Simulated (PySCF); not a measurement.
Ti(Cl)3(OMe) (CH3Cl3OTi), SMILES C[O][Ti]([Cl])([Cl])[Cl], multiplicity 1.

Geometry: PBE0-D3(BJ)/def2-SVP. The spin state was assumed, not searched. Other conformers were not sampled.

Level of theory: B3LYP/def2-TZVP in PySCF.

Symmetry labels are those of the subgroup Cs that the program uses (full group C3v).

Problem. List the valence orbital energies around the gap with their symmetry. (An estimate is asked for; the answer gives what the named calculation found.)

Solution. 
```csv
orbital,symmetry,energy (eV)
HOMO−7,A',-10.11
HOMO−6,A",-10.11
HOMO−5,A",-9.66
HOMO−4,A',-9.66
HOMO−3,A',-9.63
HOMO−2,A",-8.83
HOMO−1,A',-8.83
HOMO,A",-8.78
LUMO,A',-3.10
LUMO+1,A",-3.10
LUMO+2,A',-2.27
LUMO+3,A",-2.27
```
